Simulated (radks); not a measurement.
Spherical quantum dot in the effective-mass picture: electrons in a parabolic well V = omega^2 r^2 / 2 with omega = 3.71, with a point charge +1 (a donor) at the centre, all in effective atomic units (hartree* = m*/eps^2 hartree, bohr* = eps/m* bohr), one dielectric constant everywhere. Calculated with a radial shooting solver with Libxc functionals: non-relativistic Kohn-Sham, r2SCAN, spin-polarised, spherical densities, generalised Kohn-Sham scheme. Levels are named by radial order and angular momentum (1s, 1p, 1d, 2s, ...), and open shells are averaged over m.

N = 20, configuration 1s2 1p6 1d10 2s2. This is the lowest configuration that the search found. Occupied and some empty levels:

| level | occupation | eigenvalue (hartree*) | <r> (bohr*) |
|---|---|---|---|
| 1s | 2 | 23.056 | 0.6775 |
| 1p | 6 | 25.851 | 0.9331 |
| 2s | 2 | 28.320 | 0.9667 |
| 1d | 10 | 28.536 | 1.095 |
| 1f | 0 | 31.351 | 1.222 |
| 2p | 0 | 31.679 | 1.107 |
| 1g | 0 | 34.307 | 1.331 |

Energy (hartree*): total 370.231, kinetic 82.405, external 126.66, Hartree 180.11, exchange-correlation -18.944.
